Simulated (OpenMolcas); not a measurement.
# Re6+: moving or changing the point charges

Re6+ among 2 point charges of -1.5 e arranged as a linear pair (D∞h), 2.1 Å from the ion.

| Item | Value |
| --- | --- |
| Program | OpenMolcas 26.06 |
| Method | CASSCF |
| Basis | ANO-RCC-VTZP [8s7p5d3f2g1h] |
| Scalar Hamiltonian | DKH2, point nucleus |
| Active space | 1 electron in 5 orbitals (5d) |
| State averaging | 2S+1 = 2 even, 5 roots |
| Spin-orbit coupling | RASSI with atomic mean-field integrals over the reference wave functions |

Runs around this geometry, states (labels by Λ). Energies in cm-1 above the lowest state or level, χT in cm3 K/mol.

```csv
R (Å),q (e),Ground state,First state of that spin,First gap with spin-orbit (degeneracies),χT at 300 K
2.1,-0.75,2Δ,2Π 4665,"4905 (2, 2)",0.169
1.93,-1.5,2Δ,2Π 11627,"9641 (2, 2)",0.149
2.1,-1.5,2Δ,2Π 9330,"9668 (2, 2)",0.153
2.23,-1.5,2Δ,2Π 7950,"8184 (2, 2)",0.156
```

Taking the first state of the same spin as R^-n, n = -ln(7950 / 11627) / ln(2.23 / 1.93) = 2.6 between the shortest and longest distance.

Scaling the charges by -0.75 / -1.5 = 0.50 scales the first state of the same spin by 4665 / 9330 = 0.50; with fixed orbitals a first-order splitting would follow the charge.

This is an electrostatic model: the charges have no orbitals. No measured value stands beside these numbers.
